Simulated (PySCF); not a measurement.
**Calcium: a sound run and one with changed settings**

Sound run: Ca [Ar] 4s2, Ca⁺ [Ar] 4s1. All numbers are calculated (PySCF 2.14, scalar relativity by spin-free X2C-1e, in x2c-TZVPall). In the sound run the correlated levels freeze [Ar]. The sound run starts from symmetry-adapted Hartree-Fock orbitals and uses a fine grid where one is needed.

A second run was set up differently.

```json
{"species": "Ca", "method": "MP2", "sound run (hartree)": "-679.63866", "changed run (hartree)": "-679.84021", "converged": "yes"}
{"species": "Ca", "method": "CCSD(T)", "sound run (hartree)": "-679.64840", "changed run (hartree)": "-679.86218", "converged": "yes"}
{"species": "Ca⁺", "method": "MP2", "sound run (hartree)": "n/a", "changed run (hartree)": "-679.62388", "converged": "yes"}
{"species": "Ca⁺", "method": "CCSD(T)", "sound run (hartree)": "n/a", "changed run (hartree)": "-679.64061", "converged": "yes"}
```

Ionisation energy of Ca:

```json
{"method": "UHF", "sound run (eV)": "5.139", "changed run (eV)": "5.139"}
{"method": "MP2", "sound run (eV)": "5.641", "changed run (eV)": "5.887"}
{"method": "SCS-MP2", "sound run (eV)": "5.742", "changed run (eV)": "5.935"}
{"method": "CCSD", "sound run (eV)": "5.906", "changed run (eV)": "5.983"}
{"method": "CCSD(T)", "sound run (eV)": "5.906", "changed run (eV)": "6.029"}
```

Problem. What was changed?
A. all electrons correlated in a valence basis
B. a valence shell is frozen
C. level shift left on
D. basis contracted for another Hamiltonian

Solution. A. A valence basis has no tight correlating functions, so it recovers only part of the core correlation, and not evenly between atom and ion.
